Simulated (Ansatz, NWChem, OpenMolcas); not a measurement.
## CsI (SMILES [I][Cs]): the HOMO–LUMO gap, rung by rung

CsI: 2 atoms, total charge 0, spin state singlet. SMILES: `[I][Cs]`. The bond length is the measured one.

```xyz
2

I     0.0000    0.0000    0.0000
Cs    0.0000    0.0000    3.3152
```

Each level gives the HOMO–LUMO gap (eV). The values are calculated.

```json
{"level": "HF/def2-TZVP (core potential)", "kind": "Hartree–Fock", "program": "Ansatz", "value (eV)": "7.37"}
{"level": "revPBE/def2-TZVP (core potential)", "kind": "GGA", "program": "NWChem", "value (eV)": "2.56"}
{"level": "TPSS/def2-TZVP (core potential)", "kind": "meta-GGA", "program": "NWChem", "value (eV)": "2.84"}
{"level": "BHLYP/def2-TZVP (core potential)", "kind": "global hybrid", "program": "Ansatz", "value (eV)": "?"}
{"level": "PBE0/def2-TZVP (core potential)", "kind": "global hybrid", "program": "OpenMolcas", "value (eV)": "4.12"}
{"level": "TPSSh/def2-TZVP (core potential)", "kind": "hybrid meta-GGA", "program": "OpenMolcas", "value (eV)": "?"}
{"level": "r2SCAN0/def2-TZVP (core potential)", "kind": "hybrid meta-GGA", "program": "Ansatz", "value (eV)": "4.64"}
{"level": "B2PLYP/def2-TZVP (core potential)", "kind": "double hybrid", "program": "OpenMolcas", "value (eV)": "5.27"}
```

(1) Estimate what the levels marked ? give.

Results:

(1) As computed at these levels: BHLYP/def2-TZVP (core potential): 5.22 eV; TPSSh/def2-TZVP (core potential): 3.40 eV. The values span 2.56 to 7.37 eV. Orbital gaps aren't excitation energies, and those of double hybrids come from the SCF part alone; they tend to grow with the share of exact exchange.
